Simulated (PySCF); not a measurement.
Ge(H)(F)(NH2)2 (FGeH5N2), SMILES [GeH]([NH2])([F])[NH2]. Coordinates come from a PBE0-D3(BJ)/def2-SVP optimisation. The structure was generated by enumeration, and PubChem lists no compound with its InChIKey, so it may never have been made. One conformer was computed; it need not be the lowest.

Give the equilibrium geometry at PBE0-D3(BJ)/def2-SVP (PySCF confirms it by a frequency run) as bond lengths and angles. (Estimate from the structure and the level; the computed values follow.)

This is not unique; one that fits is 
Atoms: Ge1 N2 N3 F4 H5 H6 H7 H8 H9. Bonded distances (Å): Ge1–N2 1.803, Ge1–N3 1.811, Ge1–F4 1.750, Ge1–H5 1.537, N2–H6 1.016, N2–H7 1.015, N3–H8 1.015, N3–H9 1.015. Angles (°): N2–Ge1–N3 106.2, N2–Ge1–F4 114.0, N2–Ge1–H5 109.0, N3–Ge1–F4 102.6, N3–Ge1–H5 120.8, F4–Ge1–H5 104.4, Ge1–N2–H6 115.6, Ge1–N2–H7 117.3, H6–N2–H7 110.5, Ge1–N3–H8 115.5, Ge1–N3–H9 115.9, H8–N3–H9 110.0.
